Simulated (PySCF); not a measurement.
# Tl²⁺: excitation energy

Tl²⁺ [Xe] 4f14 5d10 6s1 (2S) → Tl²⁺ [Xe] 4f14 5d9 6s1 6p1 (high-spin determinant), as a difference of total energies. Calculation: PySCF 2.14, in x2c-TZVPPall (11s7p6d3f, 83 functions); scalar relativity by spin-free X2C-1e. Correlated levels: valence and next inner shell: [Kr] 4d10 4f14 frozen. The calculations carry no spin-orbit coupling.

```json
{"method": "UHF", "excitation energy (eV)": "16.089"}
{"method": "LDA", "excitation energy (eV)": "17.392"}
{"method": "PBE", "excitation energy (eV)": "17.144"}
{"method": "PBE0", "excitation energy (eV)": "17.103"}
{"method": "r2SCAN", "excitation energy (eV)": "17.039"}
{"method": "BLYP", "excitation energy (eV)": "17.129"}
{"method": "TPSS", "excitation energy (eV)": "17.139"}
{"method": "M06", "excitation energy (eV)": "17.541"}
{"method": "MP2 (valence and next inner shell)", "excitation energy (eV)": "17.225"}
{"method": "SCS-MP2 (valence and next inner shell)", "excitation energy (eV)": "17.190"}
```

Problem. How much does correlation contribute at MP2 (valence and next inner shell)?

Solution. 17.225 − (16.089) = 1.136 eV, measured against UHF.

A first-order spin-orbit estimate (lowest level to lowest level, LS coupling) adds -0.256 eV.

The basis was made for the ground configuration and has no added diffuse functions, so the excitation energy can come out too high.

The determinant of the upper state mixes LS terms, which raises its energy above the lowest term, most at the Hartree-Fock and MP2 levels.
